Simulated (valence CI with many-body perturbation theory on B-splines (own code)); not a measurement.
## Ta⁶⁰⁺: magnetic and hyperfine properties of the levels

Computed by relativistic CI+MBPT: three valence electrons over a frozen Dirac-Fock core [Ne], a basis of 11 s, 11 p, 9 d, 7 f, 5 g, 2 h, 1 i functions for each j, with the one-electron correlation potential Σ1, the two-electron term Σ2, the three-electron term Σ3, Breit, model QED; selected CI, second order for the rest (own B-spline code, finite nucleus).

The last digits are not significant, and no measured levels were compared; by estimate large intervals hold to a few tenths of a per cent, small ones and those within an open d or f shell to about a per cent.

A/g_I is the dipole constant over the nuclear g factor μ/I (μ in nuclear magnetons, uniformly magnetised nucleus), B/Q the quadrupole constant per barn. Both hold the static response of the core; the bare values leave it out. Large factors of s and p1/2 electrons are usually good to 5 to 10 %; those of open d and f shells near neutrality can be off by tens of per cent, and small factors of p3/2, d and f electrons come from cancelling terms and can be off by a factor of two or in sign, in half-filled shells by more. B is blank for J = 1/2, where it vanishes, and for nearly pure S terms. Energies count from the lowest level.

Levels are named by their leading jj configuration (3d3/2^4 stands for four electrons in 3d with j = 3/2), which in mixed levels can hold well under half, so a name can repeat and another be missing. Letters in brackets count levels of one name in rising energy.

```
                     Level  E (eV)      g  A/g_I (MHz)  A/g_I bare  B/Q (MHz/b)  B/Q bare
        (3s^2 3p1/2) J=1/2     0.0  0.648      1800000     1770000                       
        (3s 3p1/2^2) J=1/2   163.8  2.112      5410000     5300000                       
        (3s^2 3p3/2) J=3/2   340.7  1.321       211000      211000       417000    411000
(3s 3p1/2 3p3/2) J=3/2 [a]   474.8  1.629      1230000     1210000       338000    334000
    (3s 3p1/2 3p3/2) J=5/2   492.6  1.336      1550000     1520000       336000    332000
(3s 3p1/2 3p3/2) J=3/2 [b]   513.5  0.967       140000      141000       208000    206000
    (3s 3p1/2 3p3/2) J=1/2   523.3  1.260     -1990000    -1940000                       
        (3s^2 3d3/2) J=3/2   570.4  0.827        49700       53700        93400     94700
        (3s^2 3d5/2) J=5/2   638.9  1.196        77100       79300        79400     81600
     (3p1/2^2 3p3/2) J=3/2   674.2  1.071        61100       65200       275000    273000
(3s 3p1/2 3d3/2) J=3/2 [a]   687.5  0.713      -222000     -214000       165000    164000
    (3s 3p1/2 3d3/2) J=5/2   699.7  1.021      1490000     1460000        31000     33500
    (3s 3p1/2 3d3/2) J=1/2   725.7  0.397     -2220000    -2160000                       
(3s 3p1/2 3d3/2) J=3/2 [b]   732.0  1.283      1350000     1320000        73200     73000
(3s 3p1/2 3d5/2) J=5/2 [a]   777.0  1.349       515000      509000        80300     82300
    (3s 3p1/2 3d5/2) J=7/2   790.7  1.237      1060000     1040000        22100     25200
(3s 3p1/2 3d5/2) J=5/2 [b]   800.9  1.036         4620        8830        93500     94800
    (3s 3p1/2 3d5/2) J=3/2   805.8  1.109     -1220000    -1190000        43700     45200
        (3s 3p3/2^2) J=5/2   827.6  1.428      1260000     1240000        93200     92000
        (3s 3p3/2^2) J=1/2   864.2  1.921      5480000     5360000                       
        (3s 3p3/2^2) J=3/2   870.7  1.185      -823000     -800000       -63900    -63000
     (3p1/2^2 3d3/2) J=3/2   883.5  0.780       101000      102000        68300     70500
     (3p1/2^2 3d5/2) J=5/2   974.8  1.191        38200       43500        62900     65400
     (3p1/2 3p3/2^2) J=5/2  1008.4  1.171       703000      693000        36900     36700
     (3p1/2 3p3/2^2) J=3/2  1013.0  1.419       -15300       -6440        15900     15700
     (3p1/2 3p3/2^2) J=1/2  1029.7  0.734      2200000     2150000                       
(3s 3p3/2 3d3/2) J=3/2 [a]  1040.8  1.287       612000      605000        -2610     -4270
(3s 3p3/2 3d3/2) J=1/2 [a]  1042.6  2.147      2090000     2050000                       
(3s 3p3/2 3d3/2) J=5/2 [a]  1044.7  1.221       569000      562000       166000    164000
    (3s 3p3/2 3d3/2) J=7/2  1047.6  1.230       900000      886000       438000    435000
(3s 3p3/2 3d3/2) J=3/2 [b]  1074.9  0.983       235000      235000      -220000   -216000
(3s 3p3/2 3d3/2) J=5/2 [b]  1087.9  0.960      -188000     -179000       257000    256000
(3s 3p3/2 3d3/2) J=1/2 [b]  1093.2  0.609      1060000     1040000                       
    (3s 3p3/2 3d5/2) J=9/2  1097.8  1.321       701000      691000       510000    506000
(3s 3p3/2 3d5/2) J=5/2 [a]  1120.2  1.339      1060000     1040000      -224000   -220000
(3s 3p3/2 3d5/2) J=7/2 [a]  1129.0  1.237       422000      417000       283000    282000
(3s 3p3/2 3d5/2) J=3/2 [a]  1132.1  1.148      -469000     -453000      -226000   -223000
(3s 3p3/2 3d5/2) J=7/2 [b]  1147.8  1.196       -27200      -21600       252000    252000
    (3s 3p3/2 3d5/2) J=1/2  1157.1  0.711     -1630000    -1590000                       
(3s 3p3/2 3d5/2) J=3/2 [b]  1167.6  1.300      1270000     1250000       129000    129000
```

Question: Take the isotope of mass number 181, with I = 7/2, μ = 2.365 μN and Q = 3.17 b. What is the hyperfine structure of (3s 3p1/2 3p3/2) J=3/2 [b]?

Answer: From the table A = 94500 MHz, B = 661000 MHz. Shifts from the centre of gravity in MHz: F = 2: -284000, F = 3: -472000, F = 4: -283000, F = 5: 661000.
